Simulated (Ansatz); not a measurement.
Cost and result up the ladder for the cluster Ge₃Te₃ (6 atoms). The state is a singlet with charge 0. Geometry: r2SCAN-D4/def2-SVP.

```
atom   x (Å)   y (Å)   z (Å)
 Ge1  -1.175   0.163   0.942
 Ge2  -0.366   1.687  -1.059
 Ge3   0.110  -0.908  -1.208
 Te4   1.954   1.848   0.248
 Te5   1.436  -0.693   1.204
 Te6  -1.959  -2.095  -0.127
```

Ansatz on 4 threads of Intel Xeon on a shared host. Times are rough, and most runs start from the orbitals of an earlier one. No level here is sound enough to serve as a yardstick. Binding counts from free atoms at the same level (Ge triplet, Te triplet; other spins of the atoms weren't run), without zero-point energy or a counterpoise term.

In the def2 sets Te takes a core potential; there is no spin–orbit coupling. LC-ωPBE has ω = 0.4 bohr⁻¹. HSE06 is defined as in plane-wave codes, on full-range PBE exchange. Correlated methods freeze 39 core orbitals; core or outer-core shells of Ge, Te are correlated, in sets that lack core-valence functions. The structure comes from a short search, and lower isomers may exist.

Correlated methods converge slowly with the basis.

| level | functions | wall time | binding energy per atom (eV) | remarks |
| --- | --- | --- | --- | --- |
| PBE-D4/def2-TZVP (with forces) | 294 | 5.5 s | 2.92 | restricted SCF unstable in HF |
| LC-ωPBE/def2-TZVP | 294 | 8 s | 2.38 | restricted SCF unstable in HF |
| r2SCAN-D4/def2-TZVP | 294 | 8.5 s | 2.74 | restricted SCF unstable in HF |
| PBE0-D4/def2-TZVP | 294 | 12 s | 2.75 | restricted SCF unstable in HF |
| HSE06-D4/def2-TZVP | 294 | 14 s | 2.76 | restricted SCF unstable in HF |
| MP2/def2-TZVP | 294 | 18 s | 2.79 | restricted SCF unstable |
